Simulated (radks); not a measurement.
Values are calculated unless marked as measured or tabulated.
Question: All-electron atom: Si+ in [Ne] 3s2 3p1 (the NIST ground configuration). Level of theory: non-relativistic Kohn-Sham, TPSS, spin-polarised, spherical densities, point nucleus; open shells are filled with parallel spins first; meta-GGA in the generalised Kohn-Sham scheme (a radial shooting solver on a logarithmic mesh with Libxc functionals). Some entries of the table are withheld. Estimate them.

| orbital | occ. | eigenvalue (eV) | r(max) (bohr) |
|---|---|---|---|
| 1s up | 1 | -1797.988 | 0.07299 |
| 1s down | 1 | -1797.886 | 0.07299 |
| 2s up | 1 | -149.8629 | 0.4545 |
| 2s down | 1 | -149.7616 | 0.4546 |
| 2p up | 3 | (1) | 0.3872 |
| 2p down | 3 | (2) | 0.3874 |
| 3s up | 1 | (3) | 1.752 |
| 3s down | 1 | (4) | 1.756 |
| 3p up | 1 | -12.1538 | 2.018 |
| 3p down | 0 | -10.9860 | 2.062 |

Answer: 
(1) 2p up eigenvalue (eV): -105.6553
(2) 2p down eigenvalue (eV): -105.5107
(3) 3s up eigenvalue (eV): -19.6807
(4) 3s down eigenvalue (eV): -18.3670
